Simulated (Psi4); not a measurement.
C₄H₁₀N (SMILES [CH2]CNCC), doublet, geometry from GFN2-xTB, atoms displaced at random by about 0.03 Å a coordinate; HF/6-31G, gradient (Psi4 1.11).

Input for Psi4:
```
memory 2 GB

molecule mol {
0 2
  C    -2.135806    0.256994    0.474462
  C    -1.291462   -0.831489    0.005547
  N    -0.050253   -0.279239   -0.569578
  C     0.980112    0.163908    0.386241
  C     2.232436    0.516709   -0.330688
  H    -1.902038    0.824125    1.397890
  H    -2.872317    0.767853   -0.194351
  H    -1.785824   -1.355479   -0.741611
  H    -1.069850   -1.511800    0.879327
  H    -0.216094    0.387498   -1.258991
  H     1.101194   -0.710415    1.073575
  H     0.604123    1.053704    0.960274
  H     2.968897    0.799620    0.381773
  H     2.094089    1.341863   -1.039454
  H     2.562766   -0.388216   -0.935902
symmetry c1
no_reorient
no_com
}

set basis 6-31g
set reference uhf

gradient('scf')
print_variables()
```

Question: Write the output that Psi4 gives for this input, abridged.

Answer: 
```
gradient() will perform analytic gradient computation.

   => Loading Basis Set <=

    Name: 6-31G
    Role: ORBITAL
    Keyword: BASIS

         ---------------------------------------------------------
                                   SCF
               by Justin Turney, Rob Parrish, Andy Simmonett
                          and Daniel G. A. Smith
                              UHF Reference
         ---------------------------------------------------------

  ==> Geometry <==

    Molecular point group: c1
    Full point group: C1

    Geometry (in Angstrom), charge = 0, multiplicity = 2:

       Center              X                  Y                   Z               Mass
    ------------   -----------------  -----------------  -----------------  -----------------
         C           -2.135806000000     0.256994000000     0.474462000000    12.000000000000
         C           -1.291462000000    -0.831489000000     0.005547000000    12.000000000000
         N           -0.050253000000    -0.279239000000    -0.569578000000    14.003074004430
         C            0.980112000000     0.163908000000     0.386241000000    12.000000000000
         C            2.232436000000     0.516709000000    -0.330688000000    12.000000000000
         H           -1.902038000000     0.824125000000     1.397890000000     1.007825032230
         H           -2.872317000000     0.767853000000    -0.194351000000     1.007825032230
         H           -1.785824000000    -1.355479000000    -0.741611000000     1.007825032230
         H           -1.069850000000    -1.511800000000     0.879327000000     1.007825032230
         H           -0.216094000000     0.387498000000    -1.258991000000     1.007825032230
         H            1.101194000000    -0.710415000000     1.073575000000     1.007825032230
         H            0.604123000000     1.053704000000     0.960274000000     1.007825032230
         H            2.968897000000     0.799620000000     0.381773000000     1.007825032230
         H            2.094089000000     1.341863000000    -1.039454000000     1.007825032230
         H            2.562766000000    -0.388216000000    -0.935902000000     1.007825032230

  Running in c1 symmetry.

  Rotational constants: A =      0.45935  B =      0.08282  C =      0.07883 [cm^-1]
  Rotational constants: A =  13771.00414  B =   2482.98335  C =   2363.39376 [MHz]
  Nuclear repulsion =  182.807341787187852

  Charge       = 0
  Multiplicity = 2
  Electrons    = 41
  Nalpha       = 21
  Nbeta        = 20

  ==> Algorithm <==

  SCF Algorithm Type is DF.
  DIIS enabled.
  MOM disabled.
  Fractional occupation disabled.
  Guess Type is SAD.
  Energy threshold   = 1.00e-08
  Density threshold  = 1.00e-08
  Integral threshold = 1.00e-12

  ==> Primary Basis <==

  Basis Set: 6-31G
    Blend: 6-31G
    Number of shells: 45
    Number of basis functions: 65
    Number of Cartesian functions: 65
    Spherical Harmonics?: false
    Max angular momentum: 1

   => Loading Basis Set <=

    Name: (6-31G AUX)
    Role: JKFIT
    Keyword: DF_BASIS_SCF

  ==> Integral Setup <==

  SCF_SUBTYPE=INCORE selected. In-core MEM_DF algorithm will be used.
  Using in-core AOs.

  ==> MemDFJK: Density-Fitted J/K Matrices <==

    J tasked:                   Yes
    K tasked:                   Yes
    wK tasked:                   No
    Algorithm:                 Core
    Schwarz Cutoff:           1E-12
    Mask sparsity (%):       1.6568
    Fitting Condition:        1E-10

   => Auxiliary Basis Set <=

  Basis Set: (6-31G AUX)
    Blend: CC-PVDZ-JKFIT
    Number of shells: 210
    Number of basis functions: 655
    Number of Cartesian functions: 655
    Spherical Harmonics?: false
    Max angular momentum: 3

  Minimum eigenvalue in the overlap matrix is 6.3158510658E-03.
  Reciprocal condition number of the overlap matrix is 1.1884693127E-03.
    Using symmetric orthogonalization.

  ==> Pre-Iterations <==

  SCF Guess: Superposition of Atomic Densities via on-the-fly atomic UHF (no occupation information).

   -------------------------
    Irrep   Nso     Nmo
   -------------------------
     A         65      65
   -------------------------
    Total      65      65
   -------------------------

  ==> Iterations <==

                           Total Energy        Delta E     RMS |[F,P]|

   @DF-UHF iter SAD:  -210.72327276353263   -2.10723e+02   0.00000e+00
   @DF-UHF iter   1:  -211.45962054736648   -7.36348e-01   6.06190e-03 ADIIS/DIIS
   @DF-UHF iter   2:  -211.55674647699666   -9.71259e-02   2.37458e-03 ADIIS/DIIS
   @DF-UHF iter   3:  -211.57091814572357   -1.41717e-02   7.14670e-04 ADIIS/DIIS
   @DF-UHF iter   4:  -211.57335230460396   -2.43416e-03   2.67878e-04 ADIIS/DIIS
   @DF-UHF iter   5:  -211.57376678821100   -4.14484e-04   1.48948e-04 ADIIS/DIIS
   @DF-UHF iter   6:  -211.57398472478116   -2.17937e-04   5.40592e-05 DIIS
   @DF-UHF iter   7:  -211.57401332518199   -2.86004e-05   1.87020e-05 DIIS
   @DF-UHF iter   8:  -211.57401574132462   -2.41614e-06   6.87650e-06 DIIS
   @DF-UHF iter   9:  -211.57401612267697   -3.81352e-07   2.56048e-06 DIIS
   @DF-UHF iter  10:  -211.57401617531875   -5.26418e-08   1.07481e-06 DIIS
   @DF-UHF iter  11:  -211.57401618410890   -8.79015e-09   4.38401e-07 DIIS
   @DF-UHF iter  12:  -211.57401618579161   -1.68271e-09   1.53925e-07 DIIS
   @DF-UHF iter  13:  -211.57401618600824   -2.16630e-10   5.72499e-08 DIIS
   @DF-UHF iter  14:  -211.57401618603976   -3.15197e-11   2.29523e-08 DIIS
   @DF-UHF iter  15:  -211.57401618604467   -4.91696e-12   1.01495e-08 DIIS
   @DF-UHF iter  16:  -211.57401618604527   -5.96856e-13   4.64376e-09 DIIS
  Energy and wave function converged.

  ==> Post-Iterations <==

   @Spin Contamination Metric:   1.513215362E-02
   @S^2 Expected:                7.500000000E-01
   @S^2 Observed:                7.651321536E-01
   @S   Expected:                5.000000000E-01
   @S   Observed:                5.000000000E-01

    Orbital Energies [Eh]
    ---------------------

    Alpha Occupied:

[...]
    Alpha Virtual:

[...]
    Beta Occupied:

[...]
    Beta Virtual:

[...]
    Final Occupation by Irrep:
              A
    DOCC [    20 ]
    SOCC [     1 ]
    NA   [    21 ]
    NB   [    20 ]

  @DF-UHF Final Energy:  -211.57401618604527

   => Energetics <=

    Nuclear Repulsion Energy =            182.8073417871878519
    One-Electron Energy =                -647.1160992469181110
    Two-Electron Energy =                 252.7347412736849890
    Total Energy =                       -211.5740161860452702

  UHF NO Occupations:
  HONO-2 :   19  A 1.9983427
  HONO-1 :   20  A 1.9964829
  HONO-0 :   21  A 1.0000000
  LUNO+0 :   22  A 0.0035171
  LUNO+1 :   23  A 0.0016573
  LUNO+2 :   24  A 0.0013317
  LUNO+3 :   25  A 0.0009040

Computation Completed

Properties will be evaluated at   0.000000,   0.000000,   0.000000 [a0]

Properties computed using the SCF density matrix

 Multipole Moments:

 ------------------------------------------------------------------------------------
     Multipole            Electronic (a.u.)      Nuclear  (a.u.)        Total (a.u.)
 ------------------------------------------------------------------------------------

 L = 1.  Multiply by 2.5417464519 to convert [e a0] to [Debye]
 Dipole X            :          0.1727889           -0.2931816           -0.1203926
 Dipole Y            :          0.5868451           -0.2063354            0.3805096
 Dipole Z            :          0.6224886           -0.4745934            0.1478952
 Magnitude           :                                                    0.4256230

 ------------------------------------------------------------------------------------

         ------------------------------------------------------------
                                   SCF GRAD
                          Rob Parrish, Justin Turney,
                       Andy Simmonett, and Alex Sokolov
         ------------------------------------------------------------

  ==> Geometry <==

    Molecular point group: c1
    Full point group: C1

    Geometry (in Angstrom), charge = 0, multiplicity = 2:

       Center              X                  Y                   Z               Mass
    ------------   -----------------  -----------------  -----------------  -----------------
         C           -2.135806000000     0.256994000000     0.474462000000    12.000000000000
         C           -1.291462000000    -0.831489000000     0.005547000000    12.000000000000
         N           -0.050253000000    -0.279239000000    -0.569578000000    14.003074004430
         C            0.980112000000     0.163908000000     0.386241000000    12.000000000000
         C            2.232436000000     0.516709000000    -0.330688000000    12.000000000000
         H           -1.902038000000     0.824125000000     1.397890000000     1.007825032230
         H           -2.872317000000     0.767853000000    -0.194351000000     1.007825032230
         H           -1.785824000000    -1.355479000000    -0.741611000000     1.007825032230
         H           -1.069850000000    -1.511800000000     0.879327000000     1.007825032230
         H           -0.216094000000     0.387498000000    -1.258991000000     1.007825032230
         H            1.101194000000    -0.710415000000     1.073575000000     1.007825032230
         H            0.604123000000     1.053704000000     0.960274000000     1.007825032230
         H            2.968897000000     0.799620000000     0.381773000000     1.007825032230
         H            2.094089000000     1.341863000000    -1.039454000000     1.007825032230
         H            2.562766000000    -0.388216000000    -0.935902000000     1.007825032230

  Nuclear repulsion =  182.807341787187852

  ==> Basis Set <==

  Basis Set: 6-31G
    Blend: 6-31G
    Number of shells: 45
    Number of basis functions: 65
    Number of Cartesian functions: 65
    Spherical Harmonics?: false
    Max angular momentum: 1

  ==> DFJKGrad: Density-Fitted SCF Gradients <==

    Gradient:                    1
    J tasked:                  Yes
    K tasked:                  Yes
    wK tasked:                  No
    Integrals threads:           1
    Schwarz Cutoff:          1E-12
    Fitting Condition:       1E-10

   => Auxiliary Basis Set <=

  Basis Set: (6-31G AUX)
    Blend: CC-PVDZ-JKFIT
    Number of shells: 210
    Number of basis functions: 655
    Number of Cartesian functions: 655
    Spherical Harmonics?: false
    Max angular momentum: 3

  -Total Gradient:
     Atom            X                  Y                   Z
    ------   -----------------  -----------------  -----------------
       1        0.042687033059    -0.051972192218    -0.019050751004
       2       -0.029796786012    -0.002767281467    -0.030835426648
       3       -0.017546945958     0.027693860873    -0.026723905009
       4        0.042039220053     0.008084095736    -0.015579619456
       5       -0.012974373230     0.025240803330     0.034654514707
       6        0.003506446537     0.013637024349     0.017364851084
       7       -0.017823066202     0.014910446589    -0.014125316384
       8        0.013192343167     0.024918003325     0.022708550273
       9       -0.002048797047    -0.012344026805     0.028298581089
      10        0.007496535031    -0.016141752993     0.021769800268
      11       -0.004934384607    -0.023991887547     0.008690040212
      12       -0.010942266545     0.018595308858     0.002492738729
      13       -0.016713871563    -0.002956548951    -0.004618713534
      14        0.000328508916     0.005082548060    -0.006367115710
      15        0.003530404401    -0.027988401138    -0.018678228617

  Variable Map:
  ----------------------------------------------------------------------------
[...]
  Array Variable Map:
  ----------------------------------------------------------------------------
[...]
[...]
```
